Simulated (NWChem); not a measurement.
System: GaHBr2; SMILES [GaH]([Br])[Br]

Parts of the log:

```
             Northwest Computational Chemistry Package (NWChem) 7.3.0
             --------------------------------------------------------

 C2V symmetry detected

                             Geometry "geometry" -> ""
                             -------------------------

 Output coordinates in angstroms (scale by  1.889725989 to convert to a.u.)

  No.       Tag          Charge          X              Y              Z
 ---- ---------------- ---------- -------------- -------------- --------------
    1 Ga                  31.0000     0.00000000     0.00000000    -0.81572379
    2 H                    1.0000     0.00000000     0.00000000    -2.37713679
    3 Br                  35.0000    -1.95055300     0.00000000     0.39520821
    4 Br                  35.0000     1.95055300     0.00000000     0.39520821

 Effective nuclear repulsion energy (a.u.)     687.7683176002

      Symmetry information
      --------------------

 Group name             C2v
 Group number             16
 Group order               4
 No. of unique centers     3

                                 NWChem DFT Module
                                 -----------------

 Summary of "ao basis" -> "ao basis" (spherical)
 ------------------------------------------------------------------------------
       Tag                 Description            Shells   Functions and Types
 ---------------- ------------------------------  ------  ---------------------
 Ga                          6-31g*                 12       32   5s4p3d
 H                           6-31g*                  2        2   2s
 Br                          6-31g*                 12       32   5s4p3d

      Symmetry analysis of basis
      --------------------------

        a1         39
        a2         13
        b1         29
        b2         17

            General Information
            -------------------
          SCF calculation type: DFT
          Wavefunction type:  closed shell.
          No. of atoms     :     4
          No. of electrons :   102
           Alpha electrons :    51
            Beta electrons :    51
          Charge           :     0
          Spin multiplicity:     1
          Use of symmetry is: on ; symmetry adaption is: on
          Maximum number of iterations: 150
          AO basis - number of functions:    98
                     number of shells:    38
          Convergence on energy requested:  1.00D-06
          Convergence on density requested:  1.00D-05
          Convergence on gradient requested:  5.00D-04

              XC Information
              --------------
                         MN15 Method XC Functional
                     Hartree-Fock (Exact) Exchange  0.440
                          MN15 Exchange Functional  1.000
                        MN15 Correlation Potential  1.000

             Grid Information
             ----------------
          Grid used for XC integration:  xfine
          Radial quadrature: Mura-Knowles
          Angular quadrature: Lebedev.
          Tag              B.-S. Rad. Rad. Pts. Rad. Cut. Ang. Pts.
          ---              ---------- --------- --------- ---------
          Ga                  1.30      160          10.0      1454
          H                   0.35      100          11.0      1202
          Br                  1.15      160          12.0      1454
          Grid pruning is: on
          Number of quadrature shells:   420
          Spatial weights used:  Erf1

      Superposition of Atomic Density Guess
      -------------------------------------

 Sum of atomic energies:       -7067.61818792

      Non-variational initial energy
      ------------------------------

 Total energy =   -7068.080756
 1-e energy   =  -11220.300945
 2-e energy   =    3464.451872
 HOMO         =      -0.374125
 LUMO         =       0.000699

      Symmetry analysis of molecular orbitals - initial
      -------------------------------------------------

  Numbering of irreducible representations:

     1 a1          2 a2          3 b1          4 b2

  Orbital symmetries:

     1 a1          2 b1          3 a1          4 a1          5 b1
     6 b1          7 a1          8 b1          9 a1         10 b2
    11 a2         12 a1         13 a1         14 b1         15 b2
    16 a1         17 b1         18 a1         19 b1         20 a1
    21 b2         22 b1         23 a2         24 a1         25 a1
    26 b1         27 b2         28 a1         29 b1         30 a1
    31 b2         32 a2         33 b1         34 a1         35 b2
    36 a2         37 b1         38 b1         39 a1         40 a1
    41 b2         42 a2         43 a1         44 b1         45 a1
    46 b1         47 a1         48 b2         49 a2         50 b1
    51 a1         52 a1         53 b2         54 b1         55 a1
    56 a1         57 b2         58 b1         59 a1         60 b1
    61 a1

     ---------------------------------------------
      Total Density - Mulliken Population Analysis
     ---------------------------------------------

    Atom       Charge   Shell Charges
 -----------   ------   -------------------------------------------------------
    1 Ga  31    30.22   2.00  2.00  6.00  2.00  5.99  1.05  0.89  0.10  0.07  6.84  2.97  0.30
    2 H    1     0.96   0.43  0.53
    3 Br  35    35.41   2.00  2.00  6.00  2.00  5.99  1.57  3.96  0.37  1.52  6.97  2.93  0.12
    4 Br  35    35.41   2.00  2.00  6.00  2.00  5.99  1.57  3.96  0.37  1.52  6.97  2.93  0.12

   convergence    iter        energy       DeltaE   RMS-Dens  Diis-err
 ---------------- ----- ----------------- --------- --------- ---------
 d= 0,ls=0.0,diis     1  -7073.8557741532 -7.76D+03  1.34D-02  1.21D+00
 d= 0,ls=0.0,diis     2  -7073.8914815981 -3.57D-02  8.47D-03  3.59D-01
 d= 0,ls=0.0,diis     3  -7073.9240144668 -3.25D-02  2.81D-03  1.13D-01
 d= 0,ls=0.0,diis     4  -7073.9352341611 -1.12D-02  2.53D-04  8.18D-03
 d= 0,ls=0.0,diis     5  -7073.9356022137 -3.68D-04  8.28D-05  6.14D-05
  Resetting Diis
 d= 0,ls=0.0,diis     6  -7073.9356052228 -3.01D-06  2.87D-05  9.22D-06
 d= 0,ls=0.0,diis     7  -7073.9356065177 -1.29D-06  4.97D-06  5.36D-08
 d= 0,ls=0.0,diis     8  -7073.9356065334 -1.57D-08  1.41D-06  9.39D-09

         Total DFT energy =    -7073.935606533426
      One electron energy =   -11218.613135387797
           Coulomb energy =     3715.884456345688
    Exchange-Corr. energy =     -258.975245091472
 Nuclear repulsion energy =      687.768317600156

 Numeric. integr. density =      102.000000126692

                  Occupations of the irreducible representations
                  ----------------------------------------------

                     irrep           alpha         beta
                     --------     --------     --------
                     a1               21.0         21.0
                     a2                6.0          6.0
                     b1               16.0         16.0
                     b2                8.0          8.0

                       DFT Final Molecular Orbital Analysis
                       ------------------------------------

 Vector   49  Occ=2.000000D+00  E=-3.427167D-01  Symmetry=a2
              MO Center= -7.9D-15,  1.3D-15,  3.6D-01, r^2= 5.2D+00
   Bfn.  Coefficient  Atom+Function         Bfn.  Coefficient  Atom+Function
  ----- ------------  ---------------      ----- ------------  ---------------
    46      0.554607  3 Br py                78     -0.554607  4 Br py
    42     -0.252949  3 Br py                74      0.252949  4 Br py
    50      0.241649  3 Br py                82     -0.241649  4 Br py
    38      0.076043  3 Br py                70     -0.076043  4 Br py
    18      0.049820  1 Ga d -2              28     -0.046748  1 Ga d -2

 Vector   50  Occ=2.000000D+00  E=-3.410451D-01  Symmetry=a1
              MO Center=  2.4D-13,  1.0D-16,  6.2D-02, r^2= 5.4D+00
   Bfn.  Coefficient  Atom+Function         Bfn.  Coefficient  Atom+Function
  ----- ------------  ---------------      ----- ------------  ---------------
    47      0.509468  3 Br pz                79      0.509468  4 Br pz
    43     -0.232315  3 Br pz                75     -0.232315  4 Br pz
    51      0.212832  3 Br pz                83      0.212832  4 Br pz
    34      0.155312  2 H  s                 33      0.143028  2 H  s
    13     -0.131598  1 Ga pz                45      0.095812  3 Br px

 Vector   51  Occ=2.000000D+00  E=-3.356258D-01  Symmetry=b1
              MO Center= -2.6D-13, -7.2D-16,  3.4D-01, r^2= 5.3D+00
   Bfn.  Coefficient  Atom+Function         Bfn.  Coefficient  Atom+Function
  ----- ------------  ---------------      ----- ------------  ---------------
    45      0.415180  3 Br px                77      0.415180  4 Br px
    47      0.389807  3 Br pz                79     -0.389807  4 Br pz
    41     -0.188672  3 Br px                73     -0.188672  4 Br px
    43     -0.176425  3 Br pz                75      0.176425  4 Br pz
    51      0.170949  3 Br pz                83     -0.170949  4 Br pz

[...]

                         DFT ENERGY GRADIENTS

    atom               coordinates                        gradient
                 x          y          z           x          y          z
   1 Ga      0.000000   0.000000  -1.541494    0.000000   0.000000  -0.003636
   2 H       0.000000   0.000000  -4.492137    0.000000   0.000000  -0.004782
   3 Br     -3.686011   0.000000   0.746835   -0.007059   0.000000   0.004209
   4 Br      3.686011   0.000000   0.746835    0.007059   0.000000   0.004209
```

Level: MN15/6-31G* (spherical d). All runs use the structure optimised with PBE-D3(BJ)/def2-SVP.

### Question
Write an input that gives this output.

### Answer
This is not unique; one that fits is the input that was run:
```
start job
memory heap 200 mb stack 900 mb global 1100 mb
geometry units angstroms noautoz
  Ga     0.000000     0.000000    -0.800515
  H      0.000000     0.000000    -2.361928
  Br    -1.950553     0.000000     0.410417
  Br     1.950553     0.000000     0.410417
end
basis spherical
  Ga library 6-31g*
  H library 6-31g*
  Br library 6-31g*
end
dft
  xc mn15
  grid xfine
  iterations 150
  mulliken
end
task dft gradient
```
